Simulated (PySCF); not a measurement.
# Si (silicon, neutral) across methods

[Ne] 3s1 3p2 4s1, high-spin 5P determinant (an excited configuration). All numbers are calculated (PySCF 2.14, no relativity, point nucleus, in dyall-av2z (13s9p2d, 50 functions)).

```csv
method,E (hartree),mean ε 3s α (eV),mean ε 3p α (eV),mean ε 4s α (eV),Σ⟨r²⟩ (bohr²),⟨S²⟩
PW91,-288.9861,-15.776,-8.369,-1.797,57.55,6.000
LDA,-287.8410,-15.757,-8.306,-1.846,57.39,6.000
BP86,-289.0282,-15.818,-8.402,-1.882,57.56,6.000
B3LYP,-289.0146,-17.020,-9.116,-1.979,57.66,6.000
PBE0,-288.8832,-17.506,-9.510,-2.148,57.87,6.000
UHF,-288.53424,-22.349,-12.635,-2.976,58.62,6.000
wB97X-V,-288.9407,-20.141,-11.705,-3.093,58.08,6.000
r2SCAN,-288.9830,-16.339,-8.693,-1.767,57.92,6.000
PBE,-288.8556,-15.727,-8.329,-1.772,57.67,6.000
```

The outer electron is Rydberg-like, and this basis confines it to a smaller radius and binds it less than a complete one would.
